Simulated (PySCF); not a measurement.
## Basis-set dependence of population analyses: phenylhydrazine

Phenylhydrazine, C6H8N2.
Atom-mapped SMILES: `[NH2:1][NH:2][c:3]1[cH:4][cH:5][cH:6][cH:7][cH:8]1` (hydrogens: H9, H10 on N1; H11 on N2; H12 on C4; H13 on C5; H14 on C6; H15 on C7; H16 on C8)

PBE0 throughout (PySCF), one geometry, spherical d and f functions. Geometry: PBE0-D3(BJ)/def2-SVP, one conformer, isolated molecule. Atoms taken as equivalent share a column and are averaged. The first 7 of 11 kinds of atom are listed.

Mulliken charges (e):

| basis | functions | N1 | N2 | C3 | C4/C8 | C5/C7 | C6 | H9/H10 |
| --- | --- | --- | --- | --- | --- | --- | --- | --- |
| pcSseg-0 | 88 | -0.512 | -0.585 | +0.121 | -0.196 | -0.242 | -0.242 | +0.314 |
| cc-pVDZ | 152 | -0.104 | -0.219 | +0.115 | -0.039 | +0.010 | -0.020 | +0.110 |
| def2-SVP | 152 | -0.117 | -0.197 | +0.129 | -0.072 | -0.022 | -0.028 | +0.123 |
| aug-cc-pVDZ | 256 | +0.023 | -0.366 | +1.248 | +0.545 | +0.571 | +0.311 | +0.020 |
| def2-TZVP | 296 | -0.422 | -0.180 | +0.298 | -0.280 | -0.095 | -0.168 | +0.230 |

IAO charges (e):

```
      basis  functions      N1      N2      C3   C4/C8   C5/C7      C6  H9/H10
   pcSseg-0         88  -0.446  -0.237  +0.087  -0.208  -0.138  -0.187  +0.242
    cc-pVDZ        152  -0.462  -0.242  +0.108  -0.211  -0.134  -0.188  +0.246
   def2-SVP        152  -0.454  -0.235  +0.105  -0.207  -0.131  -0.185  +0.242
aug-cc-pVDZ        256  -0.484  -0.257  +0.107  -0.214  -0.139  -0.193  +0.256
  def2-TZVP        296  -0.483  -0.255  +0.109  -0.213  -0.138  -0.192  +0.255
```

Hirshfeld charges (e):

```json
{"basis": "pcSseg-0", "functions": "88", "N1": "-0.182", "N2": "-0.071", "C3": "+0.041", "C4/C8": "-0.084", "C5/C7": "-0.046", "C6": "-0.070", "H9/H10": "+0.110"}
{"basis": "cc-pVDZ", "functions": "152", "N1": "-0.175", "N2": "-0.075", "C3": "+0.039", "C4/C8": "-0.084", "C5/C7": "-0.049", "C6": "-0.073", "H9/H10": "+0.109"}
{"basis": "def2-SVP", "functions": "152", "N1": "-0.181", "N2": "-0.075", "C3": "+0.042", "C4/C8": "-0.085", "C5/C7": "-0.049", "C6": "-0.073", "H9/H10": "+0.110"}
{"basis": "aug-cc-pVDZ", "functions": "256", "N1": "-0.184", "N2": "-0.093", "C3": "+0.039", "C4/C8": "-0.082", "C5/C7": "-0.054", "C6": "-0.077", "H9/H10": "+0.112"}
{"basis": "def2-TZVP", "functions": "296", "N1": "-0.184", "N2": "-0.090", "C3": "+0.038", "C4/C8": "-0.083", "C5/C7": "-0.053", "C6": "-0.077", "H9/H10": "+0.113"}
```

Some averages cover members that differ in this geometry, most widely: C4/C8, Mulliken in aug-cc-pVDZ +0.311 to +0.778; H9/H10, Mulliken in aug-cc-pVDZ -0.004 to +0.044; C4/C8, Mulliken in cc-pVDZ -0.054 to -0.025; C4/C8, Mulliken in def2-SVP -0.086 to -0.057 e.

**Question.** Which scheme is steadiest as the basis changes?

**Answer.** Largest range over the bases for any column: Hirshfeld 0.02 e, IAO 0.04 e, Mulliken 1.13 e. Hirshfeld charges move least and Mulliken charges most, counted in e.

**Question.** How much do the charges still move between the two largest bases, aug-cc-pVDZ and def2-TZVP?

**Answer.** At most, over all atoms: Mulliken 1.071 e, IAO 0.002 e, Hirshfeld 0.003 e.

**Question.** What do the same runs give for the total energy, the frontier levels and the dipole moment?

**Answer.** 
```json
{"basis": "pcSseg-0", "energy (Eh)": "-341.7413", "HOMO (eV)": "-5.86", "LUMO (eV)": "0.01", "μ (D)": "0.65"}
{"basis": "cc-pVDZ", "energy (Eh)": "-342.5454", "HOMO (eV)": "-5.61", "LUMO (eV)": "0.13", "μ (D)": "0.88"}
{"basis": "def2-SVP", "energy (Eh)": "-342.2785", "HOMO (eV)": "-5.71", "LUMO (eV)": "0.04", "μ (D)": "0.79"}
{"basis": "aug-cc-pVDZ", "energy (Eh)": "-342.5672", "HOMO (eV)": "-5.83", "LUMO (eV)": "-0.22", "μ (D)": "0.64"}
{"basis": "def2-TZVP", "energy (Eh)": "-342.6445", "HOMO (eV)": "-5.80", "LUMO (eV)": "-0.13", "μ (D)": "0.67"}
```

The dipole is fixed by the density alone, so its range of 0.24 D shows that the density itself changes with the basis, not only its division among atoms.
